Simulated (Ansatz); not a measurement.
The cluster VB6⁺, relaxed as a singlet with RKS r2SCAN-D4/def2-SVP in Ansatz, starting from the GFN2-xTB geometry. Force threshold 0.02 eV/Å.

The restricted singlet is unstable towards broken spin symmetry at other levels; at r2SCAN-D4/def2-SVP this wasn't settled. The relaxation made no stability test and no search for a lower SCF solution. No other spin state of charge 1 was run. Another isomer (singlet) lies 0.32 eV lower at PBE0-D4/def2-TZVP; other spin states weren't run for this one.

Start:

```xyz
7

V     0.5059   -1.9359   -0.1715
B     0.1424    1.3915   -0.7796
B    -1.0447   -0.8684    0.2963
B     0.6106    1.2271    0.6743
B    -1.0451    0.6321   -0.0101
B     0.4129   -0.2797    0.9521
B     0.4181   -0.1666   -0.9616
```

Task: Estimate the energy that the relaxation releases and the steps that it takes.

Result: 10.2 kcal/mol, in 7 steps; 18 s on 4 threads of Arm Neoverse V1 on a shared host. No frequencies were taken in this run, so the end may be a saddle point.

Task: Does the start keep its bonding?

Result: Bonds formed: B4–B7 (atoms count from 1).

Task: Predict the relaxed structure.

Result: 
```tsv
atom	x (Å)	y (Å)	z (Å)
V1	0.444	-1.956	-0.217
B2	0.063	1.477	-0.783
B3	-1.104	-0.965	0.354
B4	0.752	1.257	0.605
B5	-1.066	0.572	-0.069
B6	0.365	-0.270	0.933
B7	0.547	-0.115	-0.824
```
Bond lengths: 10 × B–B 1.57 to 1.99 Å; 3 × B–V 1.93 to 2.04 Å.
